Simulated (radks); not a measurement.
Isoelectronic series with 16 electrons, all held in the configuration [Ne] 3s2 3p4, which need not be the ground one along the series. Calculated with a radial shooting solver on a logarithmic mesh with Libxc functionals: Dirac Kohn-Sham, PBE, spin-unpolarised, spherical densities, finite nucleus; open shells fill j = l - 1/2 first; Fermi nuclear charge, rms radius of each element as measured or else 0.836 A^(1/3) + 0.57 fm. Total energies (hartree) and mean radii <r> (bohr):

S: E (hartree) -399.04856; 3p3/2 2.076; 3p1/2 2.066; 3s1/2 1.695
K3+: E (hartree) -599.04164; 3p3/2 1.296; 3p1/2 1.290; 3s1/2 1.201
Ti6+: E (hartree) -842.12322; 3p3/2 0.9680; 3p1/2 0.9626; 3s1/2 0.9350
Mn9+: E (hartree) -1128.50552; 3p3/2 0.7776; 3p1/2 0.7722; 3s1/2 0.7671
Ni12+: E (hartree) -1458.53898; 3p3/2 0.6513; 3p1/2 0.6457; 3s1/2 0.6509
Ga15+: E (hartree) -1832.66130; 3p3/2 0.5609; 3p1/2 0.5551; 3s1/2 0.5652
Se18+: E (hartree) -2251.38921; 3p3/2 0.4927; 3p1/2 0.4867; 3s1/2 0.4992
Rb21+: E (hartree) -2715.31616; 3p3/2 0.4394; 3p1/2 0.4330; 3s1/2 0.4468
Zr24+: E (hartree) -3225.11421; 3p3/2 0.3965; 3p1/2 0.3898; 3s1/2 0.4041
Tc27+: E (hartree) -3781.53796; 3p3/2 0.3612; 3p1/2 0.3541; 3s1/2 0.3686
Pd30+: E (hartree) -4385.43552; 3p3/2 0.3316; 3p1/2 0.3241; 3s1/2 0.3385
In33+: E (hartree) -5037.75272; 3p3/2 0.3064; 3p1/2 0.2985; 3s1/2 0.3127
